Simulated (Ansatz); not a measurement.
```yaml
crystal:
  periodic: [false, false, false]
  atoms:
    - {symbol: N, position_ang: [-1.283313, 0.853776, -0.653800]}
    - {symbol: Nb, position_ang: [0.433227, -0.049422, -0.441078]}
    - {symbol: N, position_ang: [0.609234, -0.826064, 1.340297]}
    - {symbol: S, position_ang: [0.520902, -1.640010, -1.864187]}
    - {symbol: Cl, position_ang: [2.121740, 1.499506, -0.738610]}
    - {symbol: H, position_ang: [-1.628914, 1.570215, -0.028810]}
    - {symbol: H, position_ang: [-1.965914, 0.651378, -1.369734]}
    - {symbol: H, position_ang: [0.487132, -0.307103, 2.200015]}
    - {symbol: H, position_ang: [0.794306, -1.798575, 1.538907]}
basis:
  gaussian: {orbitals: x2c-TZVPPall, fitting: {mean_field: cc-pVTZ-jkfit}}
total_charge: -1
magnetization: {spin_polarized: true, initial_magnetization: 1}
hamiltonian: {xc: {name: HF}}
correlation: {method: mp2}
```

```sh
$ ansatz run in.yaml --threads 4 --pin off --events-out ev --progress --plain --max-ram 10444MiB
```

Problem. How does Ansatz answer? (Best estimate.)

Solution. Ansatz gave: The input was rejected before any iteration.
```
Functional definition: HF
Error: <dir> the basis set cc-pVTZ-JKFIT has no functions for Nb
```
